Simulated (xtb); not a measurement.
xtb input (GFN1-xTB):

```bash
xtb mol.xyz --gfn 1 --sp --chrg 1 --uhf 0
```
mol.xyz:
```
4

Zr     0.06422498     0.21438028     0.09000312
F      1.58486189    -0.69147257    -0.44163610
F     -0.81867249    -0.74462496     1.40009749
F     -1.05163377     0.48329629    -1.35847528
```

End of the output:

```
         :::::::::::::::::::::::::::::::::::::::::::::::::::::
         ::                     SUMMARY                     ::
         :::::::::::::::::::::::::::::::::::::::::::::::::::::
         :: total energy             -16.480765595728 Eh    ::
         :: gradient norm              0.053381138522 Eh/a0 ::
         :: HOMO-LUMO gap              3.407571788928 eV    ::
         ::.................................................::
         :: SCC energy               -16.510196466434 Eh    ::
         :: -> electrostatic           0.252752885859 Eh    ::
         :: repulsion energy           0.030049264195 Eh    ::
         :: dispersion energy         -0.000618393489 Eh    ::
         :: halogen bond corr.         0.000000000000 Eh    ::
         :: add. restraining           0.000000000000 Eh    ::
         :: total charge               1.000000000000 e     ::
         :::::::::::::::::::::::::::::::::::::::::::::::::::::

           -------------------------------------------------
          |                Property Printout                |
           -------------------------------------------------

    * Orbital Energies and Occupations

         #    Occupation            Energy/Eh            Energy/eV
      -------------------------------------------------------------
         1        2.0000           -1.0689383             -29.0873
         2        2.0000           -1.0540665             -28.6826
         3        2.0000           -1.0540665             -28.6826
         4        2.0000           -0.7649735             -20.8160
         5        2.0000           -0.7559165             -20.5695
         6        2.0000           -0.7539603             -20.5163
         7        2.0000           -0.7539603             -20.5163
         8        2.0000           -0.7462395             -20.3062
         9        2.0000           -0.7462395             -20.3062
        10        2.0000           -0.7437260             -20.2378
        11        2.0000           -0.7437260             -20.2378
        12        2.0000           -0.7390699             -20.1111 (HOMO)
        13                         -0.6138439             -16.7035 (LUMO)
        14                         -0.6044280             -16.4473
        15                         -0.6044280             -16.4473
        16                         -0.5600927             -15.2409
Note: The following floating-point exceptions are signalling: IEEE_DENORMAL
normal termination of xtb
        17                         -0.5600927             -15.2409
        18                         -0.4228954             -11.5076
        19                         -0.1838783              -5.0036
        20                         -0.1838783              -5.0036
        21                         -0.0888747              -2.4184
      -------------------------------------------------------------
                  HL-Gap            0.1252260 Eh            3.4076 eV
             Fermi-level           -0.6764569 Eh          -18.4073 eV

  Mulliken/CM5 charges         n(s)   n(p)   n(d)
     1Zr    1.87689  2.37442   0.376  0.862  0.885
     2F    -0.29230 -0.45814   1.749  5.543  0.000
     3F    -0.29230 -0.45814   1.749  5.543  0.000
     4F    -0.29230 -0.45814   1.749  5.543  0.000

Wiberg/Mayer (AO) data.
largest (>0.10) Wiberg bond orders for each atom

 ---------------------------------------------------------------------------
     #   Z sym  total        # sym  WBO       # sym  WBO       # sym  WBO
 ---------------------------------------------------------------------------
     1  40 Zr   3.634 --     4 F    1.211     3 F    1.211     2 F    1.211
     2   9 F    1.268 --     1 Zr   1.211
     3   9 F    1.268 --     1 Zr   1.211
     4   9 F    1.268 --     1 Zr   1.211
 ---------------------------------------------------------------------------

Topologies differ in total number of bonds
Writing topology from bond orders to xtbtopo.mol

 dipole moment from electron density (au)
     X       Y       Z
   0.6630   2.2130   0.9291  total (Debye):    6.329

           -------------------------------------------------
          | TOTAL ENERGY              -16.480765595728 Eh   |
          | GRADIENT NORM               0.053381138522 Eh/α |
          | HOMO-LUMO GAP               3.407571788928 eV   |
           -------------------------------------------------

------------------------------------------------------------------------
------------------------------------------------------------------------
 total:
 SCF:
```

The spin state was set by rule; other spins were not relaxed.
